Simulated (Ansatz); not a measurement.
Relaxation of ClF$_{2}$H$_{3}$OW (8 atoms, charge 0, multiplicity 1), to a largest force component of 0.02 eV/Å in at most 40 steps.

All numbers below come from RKS PBE0-D4/def2-SVP (Ansatz 0.2.0).

```xyz
8
Properties=species:S:1:pos:R:3:forces:R:3
W 0.000 0.000 0.000 1.41 0.38 2.51
O 0.000 0.000 1.940 -2.09 -0.79 -2.19
H -0.909 -0.281 2.277 1.58 0.59 -0.10
Cl 2.390 0.000 0.000 -2.17 0.03 0.10
H 0.000 1.720 0.000 0.46 1.49 -0.44
F -1.850 0.000 0.000 0.67 -0.06 0.15
H 0.000 -1.720 0.000 0.41 -1.56 -0.39
F 0.000 0.000 -1.850 -0.28 -0.07 0.35
```

Where does it end, and by what steps?

The run converged. After 10 steps the energy has fallen by 2.059 eV; H7 moved furthest, 0.76 Å.

```csv
step,energy less start (eV),largest force component (eV/Å),accepted
0,0.0000,2.515,yes
1,-0.6810,1.395,yes
2,-1.1298,1.147,yes
3,-1.6401,1.027,yes
4,-1.9758,0.629,yes
5,-2.0441,0.416,yes
6,-2.0459,0.621,yes
7,-2.0585,0.055,yes
8,-2.0591,0.022,yes
9,-2.0593,0.039,yes
10,-2.0594,0.008,yes
```

```xyz
8
Properties=species:S:1:pos:R:3
W -0.070 -0.020 0.033
O -0.196 -0.112 1.890
H -1.018 -0.162 2.396
Cl 2.272 0.020 0.337
H 0.540 1.489 -0.339
F -1.955 -0.009 0.221
H 0.601 -1.484 -0.410
F -0.542 -0.004 -1.761
```

Whether the end is a true minimum wasn't checked by a vibrational analysis.

Run time: 20 s on 4 threads of Arm Neoverse V2, on a shared host, peak memory 0.26 GiB.
